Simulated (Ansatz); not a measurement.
Input file for Ansatz (a first-principles code): R-CCSD(T)/aug-cc-pVDZ on GeH4 (SMILES [GeH4]) with ghost functions, monomers drawn apart or pushed together. The run froze 14 orbitals, filled d shells among them.

Ansatz 0.2 input:
```yaml
crystal:
  periodic: [false, false, false]
  atoms:
    - {symbol: Ge, position_ang: [-0.15217219, 0.16506704, 4.30210852]}
    - {symbol: H, position_ang: [1.04812270, 0.89613232, 3.68306232]}
    - {symbol: H, position_ang: [-0.32431298, 0.61717115, 5.76139713]}
    - {symbol: H, position_ang: [0.08800682, -1.34989175, 4.25948330]}
    - {symbol: H, position_ang: [-1.42292416, 0.50920436, 3.51144887]}
basis:
  gaussian:
    orbitals: aug-cc-pVDZ
    ghost_atoms:
      - {symbol: C, position_ang: [0.24740009, -0.55475324, 0.16938191]}
      - {symbol: O, position_ang: [0.25438942, -0.13741069, -0.87495369]}
magnetization: {spin_polarized: false}
correlation: {method: ccsd_t, electrons: outside_noble_gas}
scf: {lower_state_search: off}
```

Program output:

```
WARN ansatz: RAYON_NUM_THREADS=2 ignored (pool sized by the plan → 2); use --threads N
Functional definition: HF
these checks for a lower state are left out or cut short: stability, starts, cluster_reference, orbital_swaps, neighbouring_geometries, increment
integrals: 0.18 GiB planned
998 factors; integrals over basis functions are off by at most 7.7e-4 eV
mean field: 0.30 GiB planned
mean field evaluation 1: about -56535.0601 eV, gradient 9.0e0 eV
mean field evaluation 2: about -56535.0626 eV, gradient 9.0e0 eV
mean field evaluation 4: about -56535.5743 eV, gradient 2.8e-1 eV
mean field evaluation 8: about -56535.5751 eV, gradient 4.6e-4 eV
mean field -56535.57505311 eV, -2077.6440620125 hartree, gradient 2.3e-6 eV, S^2 0.000000; 0 other end points of the search recorded, 0 dependent functions left out
14 core orbitals not correlated
reference -56535.57505311 eV, -2077.6440620125 hartree; 4, 4 occupied and 100, 100 virtual orbitals, 998 factors
second order -3.20885152 eV of doubles, -0.00000000 eV of singles
coupled cluster: 0.46 GiB planned
cycle   1  -3.82255260 eV  change   -6.1e-1 eV  update   5.6e-2
cycle   2  -4.04020402 eV  change   -2.2e-1 eV  update   1.9e-2
cycle   3  -4.04502488 eV  change   -4.8e-3 eV  update   4.0e-3
cycle   4  -4.04417243 eV  change    8.5e-4 eV  update   1.3e-3
cycle   5  -4.04396416 eV  change    2.1e-4 eV  update   3.7e-4
cycle   6  -4.04391521 eV  change    4.9e-5 eV  update   8.2e-5
cycle   7  -4.04391769 eV  change   -2.5e-6 eV  update   2.4e-5
cycle   8  -4.04392232 eV  change   -4.6e-6 eV  update   6.6e-6
perturbative correction -0.07642053 eV, -0.0028084027 hartree
Total energy: -56539.69539595 eV, -2077.7954818193 hartree
Checks for a lower state left out: stability, starts, cluster_reference, orbital_swaps, neighbouring_geometries, increment
```

The run converged.

Cost: roughly 4 core-seconds.
